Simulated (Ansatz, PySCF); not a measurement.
Here is a job for PySCF.
```python
from pyscf import gto, scf, dft

mol = gto.Mole()
mol.atom = '''
    V     0.000000    0.000000    0.000000
'''
mol.basis = 'def2-svp'
mol.charge = 0
mol.spin = 3
mol.verbose = 4
mol.build()

mf = dft.UKS(mol)
mf.xc = 'revpbe'
mf.grids.atom_grid = (99, 590)
mf.grids.prune = None
mf.kernel()
```

Q: Convert this to an input for Ansatz (an electronic-structure program).

A: This is not unique; one that fits is 
Ansatz 0.2 input:
```yaml
crystal:
  periodic: [false, false, false]
  atoms:
    - {symbol: V, position_ang: [0.00000000, 0.00000000, 0.00000000]}
basis:
  gaussian:
    orbitals: def2-SVP
hamiltonian:
  xc: revpbe
magnetization: {spin_polarized: true, initial_magnetization: 3}
accuracy: high
```

Both were run: PySCF gave -943.650799 Eh and Ansatz -943.650798 Eh, 0.000 mEh apart.
